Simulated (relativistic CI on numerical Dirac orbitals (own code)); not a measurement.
Method of calculation: Dirac-Coulomb-Breit CI, separate exchange-only KLI orbitals for each configuration, model QED, unscaled Slater integrals (own radial code, finite nucleus).

The strongest absorption lines from the ground level of an ion, among the configurations computed and to levels below about 299 eV (vacuum wavelength in Å, gf): 90.196 (2.1), 95.195 (1.1), 96.818 (2.2), 98.703 (0.48), 99.911 (0.33), 106.67 (0.81), 110.23 (0.63), 112.16 (0.64).

(1) Which ion is it?
A. Ga XII
B. Rb XVIII
C. Y XX
D. Br XVI

Results:

(1) D. Br XVI has 20 electrons and the ground level 3s2.3p6.3d2 3F_2; the strongest line goes to 3s2.3p5.3d3 3F°_2. The pattern of lines fixes the number of electrons, and along that sequence the line energies rise steadily with the charge (about as its square where n changes within one kind of shell, about linearly where n is kept but much faster in heavy ions where fine structure, which grows about as Z⁴, sets the gap, and irregularly where shells cross), which fixes Z. Configurations outside the model, such as inner-shell arrays, can give stronger lines. At this charge energies of transitions that change n are usually good to better than 1 %, and those within a shell (Δn = 0) to a few per cent. Terms inside the open d or f shell come out 10 to 20 % too wide with unscaled integrals.

LS names give the leading component of a level, which can be under half, so a name can repeat, a term be missing and a line seem to break the LS rules.
